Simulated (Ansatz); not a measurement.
Reaction (cleavage of the Si–Ge bond): `F[SiH2][GeH3]` + `CN[SiH](O)O` → `CN([SiH2]F)[SiH](O)O` + GeH₄

Computed with Ansatz on PBE0-D4/def2-TZVP structures; ΔE is electronic, products minus reactants. CCSD(T)/CBS adds triple-zeta CCSD(T) − MP2 to the extrapolated MP2 energy (def2 sets, frozen cores). Functionals use def2-TZVPP. For Ge outer-core shells are correlated without core-valence functions, which leaves a few kJ/mol of doubt a bond. Scalar relativity is left out up to krypton. One conformer a species, not always the lowest.

`F[SiH2][GeH3]`:

Cartesian coordinates in Å:
```
F -2.049 1.008 0.081
Si -0.925 0.188 -0.721
Ge 0.943 -0.203 0.701
H -1.534 -1.089 -1.173
H -0.539 0.992 -1.909
H 1.566 1.122 1.166
H 2.006 -0.996 -0.079
H 0.532 -1.021 1.935
```

`CN[SiH](O)O`:

Z-matrix (Å, degrees):
```
C
N 1 1.448
H 1 1.094 2 111.4
H 1 1.096 2 112.8 3 122.1
H 1 1.092 2 109.5 3 -118.4
Si 2 1.696 1 125.4 3 140.5
H 2 1.007 1 114.4 3 -58.3
O 6 1.639 2 112.3 1 54.0
O 6 1.648 2 112.8 1 -61.9
H 6 1.483 2 105.3 1 175.8
H 8 0.959 6 116.0 2 -142.9
H 9 0.958 6 116.5 2 -53.5
```

`CN([SiH2]F)[SiH](O)O`:

Z-matrix (Å, degrees):
```
C
N 1 1.463
H 1 1.094 2 111.7
H 1 1.094 2 110.9 3 120.3
H 1 1.092 2 110.8 3 -120.3
Si 2 1.707 1 121.3 3 105.8
Si 2 1.728 1 117.7 3 -77.3
F 6 1.611 2 110.4 1 116.8
H 6 1.479 2 113.5 1 -126.3
H 6 1.482 2 108.2 1 -0.9
O 7 1.639 2 106.6 1 -168.9
O 7 1.631 2 114.6 1 71.9
H 7 1.478 2 108.7 1 -44.5
H 11 0.960 7 118.4 2 53.5
H 12 0.959 7 117.9 2 70.1
```

GeH₄:

Cartesian coordinates in Å:
```
Ge 0.000 0.000 0.000
H 1.486 -0.199 0.323
H -0.673 0.772 1.142
H -0.676 -1.368 -0.160
H -0.138 0.794 -1.305
```

CCSD(T)/CBS gives -67.8 kJ/mol.

(1) Another level gave -72.1 kJ/mol. Which?
A. ωB97M-V/def2-TZVPP
B. r2SCAN-D4/def2-TZVPP
C. PBE0-D4/def2-TZVPP
D. MP2/def2-TZVPP

Largest T1 diagnostic among the species: 0.012.

## Answers

(1) A. ωB97M-V -72.1, r2SCAN-D4 -65.7, PBE0-D4 -58.8, MP2/def2-TZVPP -76.8 kJ/mol.

The D4 term adds −10.6 kJ/mol with B3LYP and −5.9 kJ/mol with PBE0; it sums over pairs of atoms, weighted by their polarisabilities, and B3LYP, whose exchange is more repulsive, gets the larger term. From PBE to PBE0 (25 % exact exchange), in def2-TZVPP and without D4, ΔE moves by −5.2 kJ/mol. In def2-TZVPP, CCSD(T) changes the Hartree–Fock value by −3.6 kJ/mol (the triples alone add −1.9 kJ/mol) and MP2 by −8.8 kJ/mol.

B3LYP here is the variant with VWN-RPA as its local correlation; programs differ in this.
